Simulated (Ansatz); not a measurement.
`C[SiH](Cl)C#CO` + CH₃NH₂ → `C[SiH](N)Cl` + `CC#CO`  (formal exchange of groups at the Si–C bond)

Calculated with Ansatz (gas phase, PBE0-D4/def2-TZVP geometries, no zero-point term in ΔE). CCSD(T)/CBS is the MP2 limit (def2-TZVPP, def2-QZVPP) plus CCSD(T) − MP2 in def2-TZVPP, frozen cores. Each species was taken in one conformer, which may not be the lowest.

`C[SiH](Cl)C#CO`:

```xyz
11

C    -1.210    0.774    1.344
Si   -0.961   -0.200   -0.214
Cl   -1.692   -2.111    0.072
C     0.786   -0.288   -0.651
C     1.958   -0.352   -0.939
O     3.228   -0.393   -1.181
H    -0.655    0.322    2.169
H    -2.268    0.807    1.612
H    -0.852    1.798    1.207
H    -1.729    0.367   -1.347
H     3.395   -0.724   -2.072
```

CH₃NH₂:

Cartesian coordinates in Å:
```
C -0.470 0.319 -0.003
N 0.743 -0.412 0.320
H -0.802 0.241 -1.049
H -0.326 1.378 0.222
H -1.286 -0.033 0.632
H 1.515 -0.093 -0.251
H 0.627 -1.399 0.129
```

`C[SiH](N)Cl`:

Cartesian coordinates in Å:
```
C -1.341 -0.135 -0.412
Si 0.488 -0.357 -0.211
N 1.025 0.473 1.179
Cl 1.374 0.299 -1.976
H -1.693 -0.648 -1.309
H -1.871 -0.535 0.455
H -1.592 0.924 -0.514
H 0.910 -1.769 -0.073
H 0.739 1.427 1.339
H 1.961 0.320 1.522
```

`CC#CO`:

```xyz
8

C     0.879    0.802    0.748
C    -0.093    0.039   -0.016
C    -0.895   -0.592   -0.645
O    -1.827   -1.218   -1.318
H     1.511    0.144    1.351
H     1.532    1.390    0.097
H     0.379    1.493    1.430
H    -1.486   -2.057   -1.648
```

| species | CCSD(T)/CBS(def2) energy (Eh) |
| --- | --- |
| `C[SiH](Cl)C#CO` | -941.19752 |
| CH₃NH₂ | -95.75281 |
| `C[SiH](N)Cl` | -845.32705 |
| `CC#CO` | -191.65012 |

Task: Work out ΔE.

Result: ΔE = (-845.32705) + (-191.65012) − (-941.19752) − (-95.75281) = -0.02684 Eh = -70.5 kJ/mol.

Largest T1 diagnostic among the species: 0.012.

From PBE to PBE0 (25 % exact exchange), in def2-TZVPP and without D4, ΔE moves by −3.2 kJ/mol.
